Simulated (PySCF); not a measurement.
BBr from Hartree–Fock to correlated methods

State: ¹Σ⁺ (singlet), closed shell. Set-up: PySCF, no relativity, basis sets B 6-31G(d,p), Br 6-31G(d,p). De refers to B + Br in their high-spin ground configurations, without counterpoise correction. A positive dipole means B(−)Br(+).

```csv
Level,Re (Å),ωe (cm⁻¹),De (eV),μ (D)
RHF,1.917,677,3.04,0.67
RHF-MP2,1.900,697,4.33,n/a
RHF-SCS-MP2,1.907,688,4.17,n/a
RHF-CCSD,1.913,684,4.11,n/a
RHF-CCSD(T),1.914,681,4.25,n/a
PBE,1.933,651,4.82,0.99
BLYP,1.948,628,4.53,0.88
r²SCAN,1.923,664,4.63,1.00
r²SCANh,1.918,671,4.55,0.97
PBE0,1.914,677,4.57,0.97
BHandHLYP,1.909,680,4.14,0.86
ωB97X,1.906,692,4.38,0.99
```

Q: Which functional lies closest to RHF-CCSD(T) in De, which farthest, and by how much do they differ from it?

A: Closest is BHandHLYP (-0.5 pm in Re, -0.1 % in ωe, -0.11 eV in De against RHF-CCSD(T) in the same basis), farthest PBE (+1.9 pm in Re, -4.4 % in ωe, +0.57 eV in De). CCSD(T) converges more slowly with the basis than the functionals do and binds too weakly in this one, so the order can change at the basis-set limit.

Q: What does the step from GGA to meta-GGA do here, going from PBE to r²SCAN?

A: r²SCAN less PBE: -1.0 pm in Re, +2.0 % in ωe, -0.19 eV in De. 

Q: What does second-order correlation do here, going from RHF to RHF-MP2?

A: RHF-MP2 less RHF: -1.7 pm in Re, +3.0 % in ωe, +1.29 eV in De. Correlation nearly always deepens the well. The bond shortens, as in weak, metallic or heavy-atom bonds, where dispersion and the correlation of outer-core electrons pull the atoms together.

Correlated steps freeze 10 core orbitals. Correlated levels converge slowly with the basis: in double zeta they bind strong bonds too weakly, by up to about 1 eV, and carry superposition errors of some tenths. Where the molecule has an RHF reference, its open-shell atoms are computed with UHF.

The whole job (state search and all levels along the bond) took about 1.4 min on 1 thread of Arm Neoverse V1 (shared host), peak memory 0.5 GiB.
